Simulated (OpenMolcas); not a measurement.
# Ag5+: moving or changing the point charges

Ag5+ among 3 point charges of -1.5 e arranged as a planar triangle (D3h), 2.19 Å from the ion.
```
   2.1900    0.0000    0.0000  -1.50
  -1.0950    1.8966    0.0000  -1.50
  -1.0950   -1.8966    0.0000  -1.50
```

```yaml
Program: OpenMolcas 26.06
Method: CASSCF
Basis: ANO-RCC-VDZP [6s5p3d1f]
Scalar_Hamiltonian: DKH2, point nucleus
Active_space: 6 electrons in 5 orbitals (4d)
State_averaging: 2S+1 = 5 even, 5 roots; 2S+1 = 3 even, 45 roots; 2S+1 = 1 even, 50 roots
Spin-orbit_coupling: state interaction with AMFI integrals over the reference wave functions
```

Runs around this geometry, states (labels of D3, the rotations of D3h). Energies in cm-1 above the lowest state or level, χT in cm3 K/mol.

```tsv
R (Å)	q (e)	Ground state	First state of that spin	First gap with spin-orbit (degeneracies)	χT at 300 K	First state of another spin
2.19	-0.75	5A1	5E 452.1	87.7 (1, 2)	5.251	3E 23240
2.1	-1.5	5A1	5E 1076	135.5 (1, 2)	4.976	3E 23926
2.19	-1.5	5A1	5E 990.0	129.7 (1, 2)	5.016	3E 23828
2.45	-1.5	5A1	5E 779.3	112.8 (1, 2)	5.120	3E 23590
```

Taking the first state of the same spin as R^-n, n = -ln(779.3 / 1076) / ln(2.45 / 2.1) = 2.1 between the shortest and longest distance.

Scaling the charges by -0.75 / -1.5 = 0.50 scales the first state of the same spin by 452.1 / 990 = 0.46; with fixed orbitals a first-order splitting would follow the charge.

Without dynamic correlation the repulsion within the d shell is too large (B by tens of per cent), so at a given field states of lower spin stand too high. Point charges give a weaker field than real ligands, and real ions of this kind are as a rule low spin; the high spin found here belongs to the model. Spin-orbit coupling mixes the spin-free states strongly: the lowest level takes only 56 % from its leading state, 5A1 (figures for R = 2.19, q = -0.75; the like holds for R = 2.1, q = -1.5, R = 2.19, q = -1.5, R = 2.45, q = -1.5). The ground term spreads over less than 5000 cm-1, several times less than with real ligands, so orbital moments are less quenched and χT lies further from the spin-only value than at real sites (holds for R = 2.19, q = -0.75; R = 2.45, q = -1.5). Point charges carry no covalency, so the field is a model and not that of real ligands. An unlabelled pair can be two single states that coincide in this model. No measured value stands beside these numbers.
